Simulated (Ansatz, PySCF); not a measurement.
This Ansatz (an electronic-structure program) input computes a B3LYP/def2-TZVPD energy:

Ansatz 0.2 input:
```yaml
crystal:
  periodic: [false, false, false]
  atoms:
    - {symbol: Si, position_ang: [0.37905529, 0.37458605, 1.09033515]}
    - {symbol: Cl, position_ang: [1.11439094, 1.83057975, -0.21844460]}
    - {symbol: Br, position_ang: [-0.69289771, -1.03897316, -0.33003239]}
basis:
  gaussian:
    orbitals: def2-TZVPD
hamiltonian:
  xc: {name: B3LYP}
output: {forces: true}
```

Task: Write an input for the same energy in PySCF and say what it gives.

Result: 
```python
from pyscf import gto, scf, dft

mol = gto.M(
    atom='''
    Si    0.37905529    0.37458605    1.09033515
    Cl    1.11439094    1.83057975   -0.21844460
    Br   -0.69289771   -1.03897316   -0.33003239
    ''',
    basis='def2-tzvpd',
    charge=0,
    spin=0,
    verbose=4,
)

mf = dft.RKS(mol, xc='b3lyp').density_fit(auxbasis='def2-universal-jkfit')
mf.grids.level = 3
mf.conv_tol = 1e-9
mf.max_cycle = 100
mf.max_memory = 1500
mf.kernel()
if not mf.converged:
    mf = mf.newton()
    mf.kernel(mf.make_rdm1())
mf.analyze()
```
It gives -3323.99897 Eh, and Ansatz -3323.99892 Eh, a difference of 0.05 mEh, from the treatment of integrals and grids.
